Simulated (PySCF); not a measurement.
**GeH5N: core ionisation energies**

Ge(NH2)H3.
Z-matrix (Å and degrees, PBE0-D3(BJ)/def2-SVP geometry), rows numbered from 1:
```
Ge
N   1  1.8389
H   2  1.0170  1  113.74
H   2  1.0170  1  113.99  3  -124.34
H   1  1.5381  2  106.81  3   -56.36
H   1  1.5382  2  107.15  3  -174.97
H   1  1.5504  2  115.05  3    64.27
```

Level of theory: PySCF 2.14.0, delta-SCF UKS SCAN, pcX-2 on the ionised atom, pcseg-1 elsewhere, spin-free X2C. These are vertical core ionisation energies against the vacuum level, from separate self-consistent calculations with and without the core hole.

What binding energy does each computed site have?

```csv
atom(s),environment,level,binding energy (eV),count
N2,nitrogen bonded to Ge and 2 H,N 1s,404.63,1
```

Which photon energy gives electrons from N 1s of N2 (atom 2) a kinetic energy of 50 eV, and what is their de Broglie wavelength?

hν = 404.63 + 50 = 454.63 eV, recoil neglected; λ = 12.264 Å/√(E/eV) = 1.73 Å.

No level of germanium is listed. Geometry: PBE0-D3(BJ)/def2-SVP; no solvent, vibrations or thermal averaging.
